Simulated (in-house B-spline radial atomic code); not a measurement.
Configurations of Mg II (Mg+), with energies counted from [Ne] 3s1. Computed with a B-spline radial code for spherical atoms: non-relativistic LDA PW92, spin-polarised, spherical fractional occupations, point nucleus. Shells without spins written out take the highest spin.

Occupations are held fixed; configurations that lie above the ionisation limit could autoionise.

```
                configuration  E - E(ref) (eV)  highest orbital  its <r> (bohr)
        [Ne] 3d(0 up, 1 down)           9.0454          3d down           4.965
                     [Ne] 4f1           11.857            4f up           8.877
[He] 2s2 2p(2 up, 3 down) 3s2           50.307            3s up            2.49
         [He] 2s2 2p5 3s1 3d1           60.597            3d up           3.985
         [He] 2s2 2p5 3s1 4p1           62.205            4p up           6.554
         [He] 2s1 2p6 3s1 4f1           96.614            4f up           8.422
```

**Question.** Order these further configurations by energy, lowest first.
A. [Ne] 4p(0 up, 1 down)
B. [Ne] 4d1
C. [Ne] 4s1
D. [He] 2s2 2p5 3s1 3p1
E. [He] 2s2 2p5 3s1 4s1

**Answer.** C (8.6004 eV), A (9.9616 eV), B (11.634 eV), D (54.329 eV), E (60.747 eV).

**Question.** How far above the reference does [He] 2s(0 up, 1 down) 2p6 3s(1 up, 0 down) 4f(0 up, 1 down) lie?

**Answer.** 96.882 eV; its least bound orbital is 4f down with <r> = 8.614 bohr.
